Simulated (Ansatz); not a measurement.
Cost and result for the atomization energy of `F[CH]1[BH][Al]1[F]` (7 atoms, 7 bonds).

Charge 0, multiplicity 1. All single points use the PBE0-D4/def2-TZVP geometry. Program: Ansatz. All runs use 2 threads of an Arm Neoverse V2 on a shared host. Times are those of one run each, without the atoms' runs, and a repeat can differ threefold. Electronic energies, without spin–orbit coupling; frozen cores. CCSD(T)/CBS adds CCSD(T) − MP2 in def2-TZVPP to the MP2 limit, and its time is that of the two runs behind it. T1 = 0.015.

CCSD(T)/CBS is a level of theory with its own doubt, some kJ/mol a heavy atom from the limit and from the frozen cores, so smaller differences don't rank the functionals.

| level | functions | wall time | atomization (kJ/mol) | difference from CCSD(T)/CBS | per bond |
| --- | --- | --- | --- | --- | --- |
| BLYP-D4/def2-TZVPP | 194 | 2.2 s | 2591.2 | 27.4 | 3.9 |
| PBE0-D4/def2-TZVPP | 194 | 2.9 s | 2584.2 | 20.4 | 2.9 |
| BHLYP-D4/def2-TZVPP | 194 | 3 s | 2444.7 | -119.1 | -17.0 |
| CCSD(T)/def2-SVP | 84 | 3.1 s | 2418.2 | -145.6 | -20.8 |
| r2SCAN-D4/def2-TZVPP (with forces) | 194 | 5.5 s | 2609.3 | 45.5 | 6.5 |
| r2SCANh-D4/def2-TZVPP | 194 | 5.5 s | 2577.2 | 13.4 | 1.9 |
| PBE-QIDH/def2-TZVPP | 194 | 5.5 s | 2557.2 | -6.6 | -0.9 |
| ωB97X-V/def2-TZVPP | 194 | 8.5 s | 2565.9 | 2.1 | 0.3 |
| B97M-V/def2-TZVPP | 194 | 11 s | 2597.0 | 33.2 | 4.7 |
| ωB97M-V/def2-TZVPP (with forces) | 194 | 11 s | 2583.3 | 19.5 | 2.8 |
| MP2/def2-QZVPP | 358 | 17 s | 2642.3 | 78.5 | 11.2 |
| CCSD(T)/def2-TZVPP | 194 | 76 s | 2492.1 | -71.7 | -10.2 |
| CCSD(T)/CBS(def2) | – | 93 s | 2563.8 | 0.0 | 0.0 |

At CCSD(T), def2-SVP lies −145.6 kJ/mol from the extrapolated value and def2-TZVPP −71.7 kJ/mol: correlation converges slowly with the basis, and small sets miss more of it in the bonded molecule than in its fragments. From BLYP to BHLYP (50 % exact exchange), in def2-TZVPP and without D4, the atomization energy moves by −135.9 kJ/mol: exact exchange takes away binding that semilocal exchange gives to molecules. Leaving LDA and LC-ωPBE aside and taking each functional with its dispersion term where it has one, the values, not all of them listed here, spread over 230.6 kJ/mol, from BHLYP-D4 to PBE-D4. LDA lies +368.3 kJ/mol from PBE without D4, its usual overbinding.
